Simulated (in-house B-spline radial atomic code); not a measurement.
O⁺ is squeezed into an impenetrable sphere of radius R (the orbitals vanish at R). No spin polarisation. Computed with a B-spline radial code for spherical atoms: non-relativistic Hartree-Fock, average of configuration, point nucleus.

Energies in eV above the free ion in [He] 2s2 2p3:

| R (bohr) | highest level (eV) | [He] 2s2 2p3 | [He] 2s1 2p4 | -dE/dV in [He] 2s2 2p3 (GPa) |
| --- | --- | --- | --- | --- |
| 8.57 | -33.9 | 0 | 17.16 | 1.88e-06 |
| 6.69 | -33.9 | 0.0001153 | 17.16 | 0.000621 |
| 4.96 | -33.8 | 0.01355 | 17.18 | 0.128 |
| 3.97 | -33.6 | 0.191 | 17.42 | 2.75 |
| 3.82 | -33.5 | 0.2836 | 17.54 | 4.4 |
| 2.82 | -31.2 | 3.833 | 21.61 | 107 |
| 2.59 | -29.5 | 6.947 | 25 | 230 |
| 2.05 | -20.9 | 28.29 | 47.09 | 1520 |
| 1.88 | -15.4 | 44.34 | 63.18 | 2870 |
| 1.42 | 15.8 | 156.9 | 172 | 19200 |

Q: Does [He] 2s1 2p4 fall below [He] 2s2 2p3 under compression?

A: No, it stays above over the whole range.

The highest level is first positive in the row R = 1.42 bohr, pushed up by confinement above the zero of the free ion's potential. Each configuration is held fixed and needn't be the lowest in the sphere.
